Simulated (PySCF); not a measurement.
Vertical excitation energies

GeF4.
InChI=1S/F4Ge/c1-5(2,3)4

Theory: TDDFT PBE0/def2-SVPD, vertical, gas phase, core orbitals frozen in the response in PySCF 2.14.0, density-fitted response routines. Isolated species at its PBE0-D3(BJ)/def2-SVP geometry, gas phase. Relativistic effects, spin–orbit coupling among them, are left out although an element past zinc is present.

```tsv
state	λ (nm)	E (eV)	f	symmetry	main configurations (H = HOMO, L = LUMO)
S1	141.0	8.79	0.0000	–	H-2/H-1/H→L (≥95%)
S2	141.0	8.79	0.0000	–	H-2/H-1/H→L (≥96%)
S3	141.0	8.79	0.0000	–	H-2/H-1/H→L (≥97%)
S4	131.5	9.43	0.0000	–	H-6→L (97%)
S5	131.5	9.43	0.0000	–	H-7→L (97%)
S6	130.3	9.51	0.130	T2	H-3→L (95%)
S7	130.3	9.51	0.131	T2	H-4→L (93%)
S8	130.3	9.52	0.131	T2	H-5→L (93%)
S9	109.0	11.37	0.033	T2	H-8→L (85%)
S10	109.0	11.37	0.033	T2	H-9→L (82%)
S11	109.0	11.37	0.033	T2	H-10→L (83%)
S12	100.3	12.36	0.0000	–	H-2/H-1/H→L+1/L+2 (≥64%), H-2/H-1/H→L+3 (≥28%)
S13	99.5	12.46	0.0000	–	H-2/H-1/H→L+1/L+2 (≥77%)
S14	99.5	12.46	0.0000	–	H-2/H-1/H→L+3 (≥47%), H-2/H-1/H→L+1/L+2 (≥16%)
S15	99.5	12.46	0.0000	–	H-2/H-1/H→L+1/L+2 (≥43%), H-2/H-1/H→L+3 (≥37%)
```

Triplets, Tamm–Dancoff:

```tsv
state	E (eV)	λ (nm)	main configurations (H = HOMO, L = LUMO)
T1	8.34	148.6	H-2/H-1/H→L (≥92%)
T2	8.34	148.6	H-2/H-1/H→L (≥91%)
T3	8.34	148.6	H-2/H-1/H→L (≥94%)
```

The lowest singlet level (S1/S2/S3) lies at 8.79 eV (141 nm, vacuum ultraviolet) and is dark (f under 0.0005). The most intense listed level is S6/S7/S8 at 9.51 eV (130 nm, f = 0.392 summed), 0.72 eV above S1. S1/S2/S3, S4/S5, S6/S7/S8, S9/S10/S11 and S13/S14/S15 lie within about 0.01 eV of each other in each set; the point group Td has degenerate representations, and within a degenerate level the listed configurations can mix freely. Löwdin shares by element: HOMO (one of a set within 0.03 eV) fluorine 96% or more; LUMO fluorine 44% or more, germanium 41%. Weighted by f, the mean energy of these states is 9.89 eV. The oscillator strengths of these states sum to 0.490; summed over the whole spectrum of an exact calculation they would give the number of electrons, 68 (Thomas–Reiche–Kuhn). Orbital energies (eV): HOMO-3 -13.32, HOMO-2 -12.91, HOMO-1 -12.91, HOMO -12.91, LUMO -2.20, LUMO+1 1.26, LUMO+2 1.27. Symmetry labels in Td follow from the direction of the transition dipole and are given only for states with f of 0.002 or more. Orbitals of the list HOMO-3 to LUMO+2 that lie within 0.01 eV of each other are written together with a slash and their weights summed (≥ marks a lower bound); for degenerate orbitals outside that list single weights are arbitrary. Only the lowest 15 singlets were computed, as vertical energies without vibronic structure.

The run took 11 s on an x86-64 server with one thread (shared host).
